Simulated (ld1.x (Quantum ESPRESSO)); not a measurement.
boron: TM pseudisation with LDA (PZ), non-relativistic reference atom.

* Element: boron (B)
* Generator: ld1.x (Quantum ESPRESSO) 7.5
* Type: norm-conserving Troullier–Martins (Kleinman–Bylander form)
* Functional: LDA (PZ)
* Relativity: non-relativistic
* Frozen core: [He]
* Valence charge: 3
* Reference configuration: 2s2 2p1
* Partial waves: 2s (bound): rc 1.35 bohr; 2p (bound): rc 2.35 bohr; 3d channel at 0.01 Ry: rc 2.00 bohr
* Local potential: all-electron potential smoothed inside 2.00 bohr (lloc = -1)
* Core correction: none

All-electron outer shells of the reference configuration (LDA (PZ), non-relativistic, ld1.x):

```tsv
shell	level (eV)	outermost node (bohr)	outermost maximum (bohr)
2s	-9.39	0.46	1.52
2p	-3.72	–	1.55
```

Question: Estimate the cutoffs (Ry, on a coarse ladder) from which the occupation-weighted sum of valence levels, in a spherical-Bessel basis at the reference potential, stays within 10 and 1 mRy of its value at 400 Ry.

Answer: 21 Ry and 55 Ry.

Question: Does the potential have ghost states?

Answer: No extra level below or beside the all-electron valence levels (s, p, d, f tested).

Question: Which valence shell sets the plane-wave cutoff?

Answer: 2s: its level needs 40 Ry to come within 1 mRy, against 21 Ry for 2p.

Question: Tests: 2s2 2p0; 2s1 2p0; 2s2 2p0.5; 2s1 2p2; 2s0 2p3; 2s2 2p1.3; 2s1 2p1. Which has the largest error in its energy relative to the reference configuration, and how large is it?

Answer: 2s1 2p0, with +176 meV (all-electron minus pseudo) on +33.63 eV.
